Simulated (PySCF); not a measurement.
## Electronic absorption of C3H8F2O2Si

C3H8F2O2Si.
Z-matrix (Å and degrees, GFN2-xTB geometry), rows numbered from 1:
```
C 
O   1  1.3896
Si  2  1.6117  1  125.53
O   3  1.6232  2   97.36  1  -179.98
C   4  1.3738  3  127.41  2   169.70
C   5  1.5276  4  113.98  3    46.56
F   6  1.3485  5  111.68  4    48.86
F   6  1.3548  5  110.89  4   -69.68
H   1  1.0903  2  108.23  3  -170.27
H   1  1.0922  2  111.27  3   -50.20
H   1  1.0930  2  110.54  3    70.09
H   3  1.4660  2  112.56  1   -63.06
H   3  1.4609  2  111.87  1    61.88
H   5  1.0991  4  110.91  3   -73.66
H   5  1.0960  4  108.08  3   166.76
H   6  1.1015  5  112.04  4   170.23
```

Computed with PySCF 2.14.0, density-fitted response routines, TDDFT PBE0/def2-SVPD, vertical, gas phase, core orbitals frozen in the response.

Q: What does the calculation give for the low-lying excited states?

A: 

```json
{"state": "S1", "E (eV)": "7.11", "λ (nm)": "174.4", "f": "0.0040", "main configurations (H = HOMO, L = LUMO)": "H→L (87%)"}
{"state": "S2", "E (eV)": "7.50", "λ (nm)": "165.2", "f": "0.018", "main configurations (H = HOMO, L = LUMO)": "H-1→L (46%), H→L+1 (37%), H→L+2 (11%)"}
{"state": "S3", "E (eV)": "7.64", "λ (nm)": "162.3", "f": "0.012", "main configurations (H = HOMO, L = LUMO)": "H-1→L (46%), H→L+1 (31%), H→L+2 (16%)"}
{"state": "S4", "E (eV)": "7.93", "λ (nm)": "156.3", "f": "0.025", "main configurations (H = HOMO, L = LUMO)": "H-1→L+1 (85%)"}
{"state": "S5", "E (eV)": "8.05", "λ (nm)": "153.9", "f": "0.029", "main configurations (H = HOMO, L = LUMO)": "H-2→L (56%), H→L+2 (15%), H-2→L+1 (9%)"}
{"state": "S6", "E (eV)": "8.07", "λ (nm)": "153.6", "f": "0.0095", "main configurations (H = HOMO, L = LUMO)": "H→L+2 (32%), H-2→L (24%), H→L+3 (14%)"}
```

Triplets, Tamm–Dancoff:

```
state  E (eV)  λ (nm)  main configurations (H = HOMO, L = LUMO)
   T1    6.79   182.5                                 H→L (80%)
   T2    7.25   171.0     H-1→L (38%), H→L+1 (35%), H→L+2 (17%)
```

The lowest singlet lies at 7.11 eV (174 nm, vacuum ultraviolet) and is very weak; its leading configuration is HOMO→LUMO (87%). The strongest level in the table is S5 at 8.05 eV (154 nm, f = 0.029). Löwdin shares by element: HOMO oxygen 42% or more, hydrogen 19% or more, silicon 16% (atoms not listed hold the other 22%); LUMO silicon 19%, hydrogen 17% or more, carbon 11% or more (atoms not listed hold the other 53%). The oscillator strengths of these states sum to 0.098; summed over the whole spectrum of an exact calculation they would give the number of electrons, 74 (Thomas–Reiche–Kuhn). Weighted by f, the mean energy of these states is 7.83 eV. Orbital energies (eV): HOMO-3 -9.19, HOMO-2 -8.91, HOMO-1 -8.49, HOMO -8.08, LUMO 0.41, LUMO+1 0.59, LUMO+2 1.07. Singlets were solved by full linear response, triplets in the Tamm–Dancoff approximation.

One conformer stands for the species.

Without π bonds the low states may be Rydberg-like; a valence basis with one diffuse set may place them up to an eV too high.
